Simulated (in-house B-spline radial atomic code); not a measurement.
# Zr+: [Kr] 4d2 5s1

Computed with a B-spline radial code for spherical atoms: non-relativistic HSE06, spin-polarised, spherical fractional occupations, exact exchange averaged over the configuration, point nucleus.

Screening seen three ways: the hydrogenic charge with the same mean radius, Z_r = [3n² - l(l+1)]/(2<r>), the one with the same energy, Z_e = n√(-2ε), and Slater's rules. Values are occupation-weighted means over spin.

```
shell  electrons   ε (eV)  <r> (bohr)    Z_r    Z_e  Slater
   1s          2   -17499     0.03814  39.33  35.86   39.70
   2s          2  -2410.3      0.1672  35.88  26.62   35.85
   2p          6  -2207.4      0.1437  34.79  25.47   35.85
   3s          2   -406.9       0.469  28.78  16.41   28.75
   3p          6  -330.22      0.4663  26.80  14.78   28.75
   3d         10  -190.78      0.4511  23.28  11.23   18.85
   4s          2  -61.909       1.241  19.33   8.53   12.25
   4p          6  -40.575       1.378  16.69   6.91   12.25
   4d          2  -11.833       2.082  10.09   3.73    3.65
   5s          1  -10.468       3.463  10.83   4.39    3.50
```

The least bound orbital is 5s up at -10.47 eV, and it is also the most diffuse (<r> = 3.463 bohr).

The density falls to 0.001 bohr⁻³ at 4.465 bohr; Σ<r²> = 45.193 bohr² gives, by the non-relativistic formula and without the paramagnetism of open shells, a Langevin diamagnetic susceptibility of -35.79×10⁻⁶ cm³/mol.
